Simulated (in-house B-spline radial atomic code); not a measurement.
A calculation on Al VIII (Al7+): its settings, and results tabulated from the run. Level of theory: scalar-relativistic (X2C) Hartree-Fock with fractional occupations, spin-polarised, spherical fractional occupations, Fermi nucleus of rms radius 3.061 fm; calculated with a radial B-spline atomic code at the basis-set limit.

Command:
```bash
python run_scf.py task.json out
```
Settings (nuclear radius in fm, mass in u):
```
Z                13
configuration    [He] 2s2 2p2
hamiltonian      x2c
method           hf,
spin_polarised   True
nucleus          fermi
rms_radius       3.061
atomic_mass      26.98154
speed_of_light   137.035999084
```

Output (hartree, bohr):
```
 radial grid: 63 intervals, B-splines of order 8, outer radius 5.1948 bohr

 iter        energy (Eh)    residual
    1        -212.309667    5.06e-01
    2        -214.101091    3.86e-02
    3        -214.103664    1.98e-02
    4        -214.104324    1.03e-02
    5        -214.104564    8.94e-04
    6        -214.104567    1.25e-04
    7        -214.104567    3.33e-06
    8        -214.104567    1.09e-07

 total energy                      -214.10457
 kinetic                             214.9732
 electron-nucleus                   -465.6201
 Hartree                              48.8790
 exact exchange                      -12.3367

 orbital      occ     eigenvalue          <r>       <r^2>       <1/r>       <r^4>       r_max
 1s up      1.000       -67.5423     0.119372   0.0191676      12.715 0.000948792      0.0782
 1s down    1.000       -67.2839     0.118802   0.0189461      12.755 0.000917324     0.07808
 2s up      1.000       -11.7513     0.546348    0.350411     2.69037    0.209123      0.4597
 2s down    1.000       -11.0617     0.556707    0.364223     2.61839    0.227773      0.4646
 2p up      2.000        -9.9616     0.496368    0.300517     2.57071     0.17779      0.3846
```

Cost of the run: 0.19 s on 1 thread of Arm Neoverse V1 (shared host).

Caution: exact exchange at fractional occupations of open shells leaves self-interaction of up to several eV.
